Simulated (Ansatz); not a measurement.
A CCSD(T) single point on CH7AlSi2 (`[SiH3][Al]1[CH2][SiH2]1`).

```yaml
crystal:
  periodic: [false, false, false]
  atoms:
    - {symbol: Si, position_ang: [-1.299002, 2.198516, -0.626181]}
    - {symbol: Al, position_ang: [0.047888, 0.200610, -0.207304]}
    - {symbol: C, position_ang: [0.269510, -1.252051, 1.092966]}
    - {symbol: Si, position_ang: [1.500953, -1.625237, -0.326264]}
    - {symbol: H, position_ang: [-2.531418, 1.792438, -1.360526]}
    - {symbol: H, position_ang: [-1.713002, 2.857230, 0.643696]}
    - {symbol: H, position_ang: [-0.572931, 3.195030, -1.458955]}
    - {symbol: H, position_ang: [0.779434, -0.896046, 1.996216]}
    - {symbol: H, position_ang: [-0.467546, -2.004255, 1.372085]}
    - {symbol: H, position_ang: [2.941734, -1.715222, 0.036488]}
    - {symbol: H, position_ang: [1.109880, -2.807914, -1.141721]}
basis:
  gaussian: {orbitals: def2-TZVPP}
correlation: {method: ccsd_t}
output: {orbitals: {seedname: orbitals}}
```

```sh
$ ansatz run in.yaml --threads 2 --pin off --events-out ev --progress --plain --max-ram 4352MiB
```

Log, shortened:

```
Functional definition: HF
1455 factors; integrals over basis functions are off by at most 1.0e-3 eV
mean field evaluation 1: about -23443.8939 eV, gradient 3.5e1 eV
mean field evaluation 2: about -23444.1123 eV, gradient 3.5e1 eV
mean field evaluation 4: about -23448.0762 eV, gradient 3.8e0 eV
mean field evaluation 8: about -23448.1711 eV, gradient 1.6e-1 eV
mean field evaluation 16: about -23448.1713 eV, gradient 1.6e-6 eV
mean field -23448.17131425 eV, -861.7044020573 hartree, gradient 1.6e-6 eV, S^2 0.000000; 0 other end points of the search recorded, 0 dependent functions left out
16 core orbitals not correlated: weight in the atoms' cores, before any rotation towards them, 1.000 or more for the frozen orbitals, at most 0.000 for the correlated occupied ones
reference -23448.17131425 eV, -861.7044020573 hartree; 11, 11 occupied and 228, 228 virtual orbitals, 1455 factors
second order -13.47565727 eV of doubles, -0.00000000 eV of singles
cycle   1  -14.59933671 eV  change    -1.1e0 eV  update   9.8e-2
cycle   2  -15.10630400 eV  change   -5.1e-1 eV  update   3.2e-2
cycle   3  -15.16643208 eV  change   -6.0e-2 eV  update   1.3e-2
cycle   4  -15.16084559 eV  change    5.6e-3 eV  update   3.9e-3
cycle   5  -15.15969960 eV  change    1.1e-3 eV  update   1.5e-3
cycle   6  -15.15929314 eV  change    4.1e-4 eV  update   4.9e-4
cycle   7  -15.15923828 eV  change    5.5e-5 eV  update   1.8e-4
cycle   8  -15.15931200 eV  change   -7.4e-5 eV  update   7.5e-5
cycle   9  -15.15932140 eV  change   -9.4e-6 eV  update   2.9e-5
cycle  10  -15.15930619 eV  change    1.5e-5 eV  update   1.3e-5
perturbative correction -0.63536690 eV, -0.0233493028 hartree
Total energy: -23463.96598734 eV, -862.2848455873 hartree
```

Hardware: 2 threads of an Arm Neoverse V1 on a shared host. Wall time 9.7 min, peak host memory 2 GiB.

The correlation energy is -15.795 eV, 4.0 % of it from (T); the T1 diagnostic reads 0.0137.
